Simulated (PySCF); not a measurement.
I₃In, charge -1, doublet, at a GFN2-xTB geometry (such geometries of metal compounds can be far from the true shape) (a state made from the parent by changing its charge; the spin is typed, not shown lowest) (all electrons, no relativity); HF/STO-3G in PySCF.

PySCF was given this input:
```python
from pyscf import gto, scf

mol = gto.M(
    atom='''
In    0.22418018    0.57888265    0.40059815
I     2.49361918   -0.60297698   -0.94404368
I    -0.99299386   -1.38513109    2.13736085
I    -1.70788624    1.45291468   -1.56368150
''',
    basis='sto-3g',
    charge=-1,
    spin=1,
    verbose=5,
)

mf = scf.UHF(mol)
mf.kernel()
```

It wrote (shortened):

```
PySCF version 2.14.0

[INPUT] verbose = 5
[INPUT] max_memory = 4000
[INPUT] num. atoms = 4
[INPUT] num. electrons = 209
[INPUT] charge = -1
[INPUT] spin (= nelec alpha-beta = 2S) = 1
[INPUT] symmetry False subgroup None
[INPUT] Mole.unit = angstrom
[INPUT] Symbol           X                Y                Z      unit          X                Y                Z       unit  Magmom
[...]
[INPUT] ---------------- BASIS SET ----------------
[INPUT] l, kappa, [nprim/nctr], expnt,             c_1 c_2 ...
[INPUT] I
[...]
                                1099.316231       0.5353281423
                                297.5178737       0.4446345422
[...]
                                124.0289171       0.3995128261
                                40.33805328       0.7001154689
[...]
                                21.21274175       0.2175436044
                                8.184535234       0.9166769611
[...]
                                2.841021154       0.0576109534
                                1.250624506       1.115578745
[...]
                                0.4253857892      -0.1972567438
                                0.1879003836      1.375495512
[...]
                                124.0289171       0.6076837186
                                40.33805328       0.3919573931
[...]
                                21.21274175       0.5777664691
                                8.184535234       0.4846460366
[...]
                                2.841021154       0.5852047641
                                1.250624506       0.543944204
[...]
                                0.4253857892      0.629032369
                                0.1879003836      0.6662832743
[...]
                                21.21274175       0.6555473627
                                8.184535234       0.286573259
[...]
                                2.841021154       0.6686785577
                                1.250624506       0.3052468245
[INPUT] In
[...]
                                939.5770707       0.5353281423
                                254.2862231       0.4446345422
[...]
                                105.1120716       0.3995128261
                                34.18570799       0.7001154689
[...]
                                17.07428044       0.2175436044
                                6.587788204       0.9166769611
[...]
                                1.965878882       0.0576109534
[...]
 -1.72001408e+00 -1.72001404e+00 -1.72001404e+00 -4.98237365e-01
 -4.80949527e-01 -4.80949525e-01 -3.83914598e-01 -3.83914598e-01
 -3.83213241e-01 -3.79842289e-01 -3.79842289e-01 -2.32189159e-01
 -1.41671178e-01 -1.41671177e-01 -1.19145033e-01 -1.00642494e-01
 -1.00642493e-01 -9.65353516e-02 -9.49922175e-02 -9.49922175e-02
 -4.37036127e-03  4.17781964e-01  4.58132554e-01  4.58132557e-01]
  beta  mo_energy =
[-1.16417589e+03 -1.16417589e+03 -1.16417589e+03 -9.86678655e+02
 -1.76918093e+02 -1.76918054e+02 -1.76918054e+02 -1.68199982e+02
 -1.68199977e+02 -1.68199977e+02 -1.68199622e+02 -1.68199622e+02
 -1.68199622e+02 -1.68199608e+02 -1.68199608e+02 -1.68199608e+02
 -1.45816154e+02 -1.37827020e+02 -1.37827020e+02 -1.37826859e+02
 -3.53677031e+01 -3.53675637e+01 -3.53675637e+01 -3.23041840e+01
 -3.23041168e+01 -3.23041168e+01 -3.23020924e+01 -3.23020924e+01
 -3.23020866e+01 -3.23020805e+01 -3.23020674e+01 -3.23020674e+01
 -2.75102467e+01 -2.45273465e+01 -2.45273465e+01 -2.45265866e+01
 -2.31203595e+01 -2.31203579e+01 -2.31203579e+01 -2.31197837e+01
 -2.31197831e+01 -2.31197831e+01 -2.31197821e+01 -2.31197821e+01
 -2.31197816e+01 -2.31179605e+01 -2.31179605e+01 -2.31179605e+01
 -2.31179605e+01 -2.31179605e+01 -2.31179605e+01 -1.63939547e+01
 -1.63939547e+01 -1.63938205e+01 -1.63938205e+01 -1.63937351e+01
 -6.31849458e+00 -6.31848660e+00 -6.31848660e+00 -4.92511233e+00
 -4.92511137e+00 -4.92511137e+00 -4.91691248e+00 -4.91691248e+00
 -4.91691175e+00 -4.91690689e+00 -4.91690483e+00 -4.91690483e+00
 -4.07178427e+00 -2.88790751e+00 -2.88790751e+00 -2.88350754e+00
 -1.73005665e+00 -1.72983444e+00 -1.72983443e+00 -1.72725396e+00
 -1.72721704e+00 -1.72721704e+00 -1.72716145e+00 -1.72716145e+00
 -1.72714666e+00 -1.71990088e+00 -1.71990088e+00 -1.71990078e+00
 -1.71990056e+00 -1.71990044e+00 -1.71990044e+00 -4.90681063e-01
 -4.76074969e-01 -4.76074967e-01 -3.81472060e-01 -3.81472060e-01
 -3.78335863e-01 -3.77743088e-01 -3.77743087e-01 -1.99376438e-01
 -1.29434770e-01 -1.29434769e-01 -1.05246997e-01 -9.69349335e-02
 -9.69349325e-02 -9.51027679e-02 -9.30503375e-02 -9.30503373e-02
  3.23720238e-01  4.39853724e-01  5.05501485e-01  5.05501488e-01]
multiplicity <S^2> = 0.75202164  2S+1 = 2.0020206
E1 = -40981.0505429288  E2 = 12374.496549474228  Ecoul = 13052.959487205379  Exc = -678.4629377311503
Extra cycle  E= -26235.1343955395  delta_E=    0  |g|= 5.03e-07  |ddm|= 2.91e-06
converged SCF energy = -26235.1343955395  <S^2> = 0.75202164  2S+1 = 2.0020206
```
